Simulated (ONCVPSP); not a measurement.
**PBE ONCV dataset for Cl (Z = 17), non-relativistic all-electron reference.**

Cl, optimised norm-conserving Vanderbilt (ONCV), made with ONCVPSP 4.0.1 (PBE, non-relativistic). Core [Ne], reference 3s2 3p5. Waves: 3s: rc 1.40 bohr, ncon 3, nbas 6, qcut 5.7 1/bohr, 2 projectors, debl 1.3 Ha; 3p: rc 1.40 bohr, ncon 4, nbas 6, qcut 5.9 1/bohr, local. Local part: the p channel. Core correction: Teter function fitted to the true core (icmod 2), fcfact 0.55.

All-electron outer shells of the reference configuration (PBE, non-relativistic, ld1.x):

```tsv
shell	level (eV)	outermost node (bohr)	outermost maximum (bohr)
2s	-250.98	0.12	0.36
2p	-191.57	–	0.30
3s	-20.53	0.56	1.29
3p	-8.61	0.53	1.43
```

What the tests gave:

```
Cutoffs needed             : 14 Ha and 29 Ha (the cutoffs (Ha) at which the residual kinetic energy of the hardest occupied pseudo-wave falls to 1 and 0.1 mHa per electron)
Ghost test                 : no bound ghost flagged; no localised positive-energy state flagged
Largest excitation error   : +207 meV (all-electron minus pseudo) for 3s2 3p1, out of 4 test configurations
rms error of d²Exc/dni dnj : 1.37 mHa without and 0.74 mHa with the model core
```

Generation and tests took about 1.3 s on one core of a shared server CPU.
